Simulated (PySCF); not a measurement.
`N#C[CH-]N1CCCC1` (charge -1). The geometry is computed with GFN2-xTB (gas phase).

```
atom  x, y, z in Å
N1     3.3858   -1.2321   -0.2233
C2     2.6934   -0.3239    0.0614
C3     1.9035    0.6587    0.5644
N4     0.4662    0.6183    0.3981
C5    -0.1653   -0.5319    1.0134
C6    -1.6140   -0.4916    0.5086
C7    -1.5217    0.2578   -0.8345
C8    -0.0295    0.5833   -0.9755
H9     2.2959    1.6775    0.5761
H10   -0.0923   -0.4589    2.1024
H11    0.3151   -1.4807    0.7042
H12   -2.2467    0.0559    1.2100
H13   -2.0278   -1.4952    0.3911
H14   -1.8842   -0.3488   -1.6671
H15   -2.1119    1.1756   -0.8034
H16    0.1515    1.5476   -1.4612
H17    0.4750   -0.1996   -1.5749
```

(1) Which two atoms are farthest apart?

(2) Give the dihedral angles H10–C5–C6–H12, C6–C7–C8–H16, C2–C3–N4–C5.

(3) Work out the bond lengths C3–N4, C3–H9, N4–C5, N4–C8, C5–H11, C8–H17 in Å.

(4) Where is the centre of mass (commonest isotopes), and what is the radius of gyration?

(5) How far apart are these pairs, which share no bond: N1···C8, C3···C5, C5···H9, H9···H15, H11···H16, H12···H15, H14···H16?

(6) What are the angles C5–N4–C8, C3–N4–C8, N4–C5–H10, C6–C7–C8, H16–C8–H17, C7–C8–H16?

(7) What is the repulsion energy of the bare nuclei, Σ ZA·ZB/RAB?

(8) Write the matrix of distances between heavy atoms (Å, lower triangle).

Answers

(1) N1···H15, 6.03 Å; the next longest distance is 5.95 Å.

(2) H10–C5–C6–H12 27° (synperiplanar); C6–C7–C8–H16 -145° (anticlinal); C2–C3–N4–C5 62° (synclinal). Dihedral signs follow IUPAC: positive where, seen along the central bond, the front bond turns clockwise onto the rear one.

(3) For C3–N4 the difference vector is (-1.4373, -0.0404, -0.1663) Å, of length 1.4475 Å. C3–N4 1.447; C3–H9 1.092; N4–C5 1.449; N4–C8 1.461; C5–H11 1.108; C8–H17 1.108 Å.

(4) Mass 109.077 u; centre at (0.586, -0.058, 0.055) Å; Rg = √(Σ m r²/M) = 2.033 Å. As Ia + Ib + Ic = 2 Σ m r², the three principal moments sum to 902.0 u·Å².

(5) N1···C8 3.940 Å (4 bonds apart); C3···C5 2.429 Å (2 bonds apart); C5···H9 3.336 Å (3 bonds apart); H9···H15 4.646 Å (5 bonds apart); H11···H16 3.726 Å (4 bonds apart); H12···H15 2.308 Å (3 bonds apart); H14···H16 2.790 Å (3 bonds apart).

(6) From the scalar product of the two bond vectors; for C5–N4–C8 it is -0.4919 Å² over 1.4493 × 1.4607 Å², cos θ = -0.2324. C5–N4–C8 103.4°; C3–N4–C8 116.5°; N4–C5–H10 109.9°; C6–C7–C8 104.0°; H16–C8–H17 107.9°; C7–C8–H16 112.9°.

(7) 354.15 Eh over 136 pairs, with full nuclear charges and distances in bohr; the largest single term is 18.88 Eh (N1 with C2).

(8) 
```
N1    0.000
C2    1.177  0.000
C3    2.528  1.357  0.000
N4    3.512  2.442  1.447  0.000
C5    3.825  3.020  2.429  1.449  0.000
C6    5.107  4.334  3.701  2.360  1.535  0.000
C7    5.165  4.348  3.722  2.367  2.424  1.541  0.000
C8    3.940  3.052  2.473  1.461  2.284  2.423  1.534  0.000
```

No GFN2-xTB frequencies stand behind this structure, so it isn't proved a minimum.

One conformer stands for the species.
